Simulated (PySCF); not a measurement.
Two-component Hartree-Fock for In¹⁴⁺ (indium, charge +14)

Start: [Ar] 3d10 4s2 4p5; 4p1/2 filled at m_j = +1/2; 4p3/2 filled at m_j = -3/2, -1/2, +1/2, +3/2. Calculated with PySCF 2.14 in an even-tempered Gaussian basis (18 s from 0.66 bohr⁻², ratio 2.8; 14 p from 0.86 bohr⁻², ratio 2.8; 9 d from 1.5 bohr⁻², ratio 2.8; 4 f from 6.1 bohr⁻², ratio 3): generalised Hartree-Fock with the X2C-1e Hamiltonian and a Gaussian nucleus; one run each with spin-orbit coupling (SO) screened by Boettger's factors, then bare. This is a chosen level, not necessarily the ground level.

| spinor shell | electrons | ε, screened SO (eV) | ε, bare SO (eV) | weight of nominal j (bare SO) | rms radius, bare SO (bohr) |
| --- | --- | --- | --- | --- | --- |
| 1s1/2 | 2 | -28413.7 | -28413.5 | 1.000 | 0.0340 |
| 2s1/2 | 2 | -4628.3 | -4628.2 | 1.000 | 0.139 |
| 2p1/2 | 2 | -4328.1 | -4334.8 | 1.000 | 0.120 |
| 3s1/2 | 2 | -1174.8 | -1174.7 | 1.000 | 0.370 |
| 3p1/2 | 2 | -1051.7 | -1053.0 | 1.000 | 0.363 |
| 3p3/2 | 4 | -1012.4 | -1011.9 | 1.000 | 0.374 |
| 3d3/2 | 4 | -798.16 | -799.45 | 1.000 | 0.346 |
| 3d5/2 | 6 | -790.29 | -789.48 | 1.000 | 0.350 |
| 4s1/2 | 2 | -424.57 | -424.58 | 0.999 | 0.829 |
| 4p1/2 | 1 | -379.81 | -380.10 | 1.000 | 0.853 |
| 4p3/2 | 4 | -368.62 | -368.50 | 1.000 | 0.875 |

Q: Where does 2p3/2 lie, and what is the 2p spin-orbit splitting (bare SO)?

A: At -4112.7 eV, 222.19 eV above 2p1/2.

```
   quantity  screened SO      bare SO
E (hartree)  -5809.82530  -5809.93803
        M_J          1/2          1/2
       ⟨J²⟩        0.754        0.754
       ⟨L²⟩        2.020        2.022
       ⟨S²⟩        0.764        0.765
```

Each row is a mean over spinors that exchange with the open shell spreads, by up to 2.969 eV (3p1/2).

Breit and QED terms are absent; they matter most for the inner s and p1/2 levels.

Densities and radii are taken from the X2C orbitals without a picture-change correction, which distorts them close to the nucleus.
